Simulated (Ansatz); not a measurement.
`N#C[CH2][GeH2][F]` and `FC[CH2][GeH2][F]` differ in one atom or group.

Ansatz, PBE0-D4/def2-TZVP geometries, multiplicity 1. Each molecule was computed in one conformer, which needn't be the lowest.

Scalar relativity is left out up to krypton.

```
                                        property  `N#C[CH2][GeH2][F]`
             LUMO energy (B3LYP/def2-TZVPP) / eV                -0.67
size of the dipole moment (B3LYP/def2-TZVPP) / D                 1.91
              LUMO energy (PBE0/def2-TZVPP) / eV                -0.40
           HOMO energy (ωB97M-V/def2-TZVPP) / eV               -11.28
              HOMO energy (PBE0/def2-TZVPP) / eV                -9.07
            HOMO–LUMO gap (PBE0/def2-TZVPP) / eV                 8.67
```

(1) Give the same properties after the change, and the shifts. (Best estimate.)

## Answers

(1) Computed: 
```
                                        property  `FC[CH2][GeH2][F]`  shift
             LUMO energy (B3LYP/def2-TZVPP) / eV               -0.23   0.44
size of the dipole moment (B3LYP/def2-TZVPP) / D                2.16   0.25
              LUMO energy (PBE0/def2-TZVPP) / eV                0.04   0.44
           HOMO energy (ωB97M-V/def2-TZVPP) / eV              -11.38  -0.10
              HOMO energy (PBE0/def2-TZVPP) / eV               -9.14  -0.07
            HOMO–LUMO gap (PBE0/def2-TZVPP) / eV                9.18   0.51
```

With PBE0 the HOMO falls by 0.07 eV and the LUMO rises by 0.44 eV, so the gap widens by about 0.51 eV. PBE moves the HOMO by 0.12 eV and ωB97M-V by -0.10 eV. Dipoles are sizes alone; their direction can turn.

Positive LUMOs are unbound, so they and the gaps depend on the basis.

B3LYP here is the variant with VWN-RPA as its local correlation; programs differ in this.
